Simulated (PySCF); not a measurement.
Bonds (- single, = double, # triple, : aromatic): C1-C2, C2:C3, C3:C4, C4:P5, P5:C6, C6:C7, C7-C8, C7:C2. C1 carries H9, H10, H11; C3 carries H12; C4 carries H13; C6 carries H14; C8 carries H15, H16, H17.

Geometry: PBE0-D3(BJ)/def2-SVP; GIAO absolute shieldings from PySCF 2.14.0 with density-fitted response routines, gas phase, non-relativistic, averaged over equivalent atoms.

At PBE0/cc-pVDZ (161 basis functions, 30 s wall time on 1 thread of an Arm Neoverse V2, shared host):
```tsv
atoms	σ (ppm)
C6	38.7
C4	40.5
C7	54.5
C2	58.1
C3	62.1
C8	170.9
C1	172.2
P5	190.0
H13	22.57
H14	22.62
H12	23.57
H15/H16/H17	29.02
H9/H10/H11	29.08
```

Task: Estimate the result of repeating the calculation with PBE0/def2-TZVP.

Result: 
```
      atoms  σ at PBE0/def2-TZVP  change
         C6                 23.6   -15.1
         C4                 25.3   -15.2
         C7                 36.8   -17.7
         C2                 41.8   -16.3
         C3                 45.5   -16.6
         C8                160.4   -10.5
         C1                162.0   -10.2
         P5                 73.6  -116.4
        H13                22.63   +0.06
        H14                22.67   +0.05
        H12                23.52   -0.05
H15/H16/H17                29.08   +0.06
 H9/H10/H11                29.12   +0.04
```

The largest change is at P5 (phosphorus bonded to 2 C, in a 6-membered ring). Cost: 308 basis functions, 78 s wall time on 1 thread of an Arm Neoverse V2, shared host. The order of the carbon signals is the same at both levels.
